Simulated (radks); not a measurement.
Values are calculated unless marked as measured or tabulated.
Exchange energies: the exact (Fock) value of the Kohn-Sham orbitals and density-functional approximations, in hartree. Species: O4+ [He] 2s2; Ba [Xe] 6s2; Au+ [Xe] 4f14 5d10; Cd2+ [Kr] 4d10. Code: a radial shooting solver on a logarithmic mesh with Libxc functionals. Model: non-relativistic Kohn-Sham, exchange-only PBE, spin-polarised, spherical densities, point nucleus. Every spin shell is full or empty, so the densities are truly spherical. Functionals are evaluated on that one density, not self-consistently.

| functional | O4+ | Ba | Au+ | Cd2+ |
|---|---|---|---|---|
| exact | -5.94318 | -189.013 | -337.888 | -148.430 |
| LDA | -5.1892 | -180.23 | -325.07 | -141.09 |
| B88 | -5.9357 | -189.06 | -338.21 | -148.46 |
| revPBE | -5.9595 | -188.46 | -337.12 | -148.00 |
| PW91 | -5.9078 | -189.01 | -338.14 | -148.40 |
| PW86 | -5.9883 | -188.57 | -336.69 | -148.16 |
| SOGGA | -5.6253 | -184.87 | -331.86 | -144.98 |
| B86b | -5.9394 | -188.99 | -337.99 | -148.41 |
| TPSS | -5.9744 | -188.39 | -336.56 | -148.03 |
| SCAN | -5.9217 | -189.26 | -338.14 | -148.69 |
| Tao-Mo | -5.9840 | -187.45 | -335.16 | -147.24 |
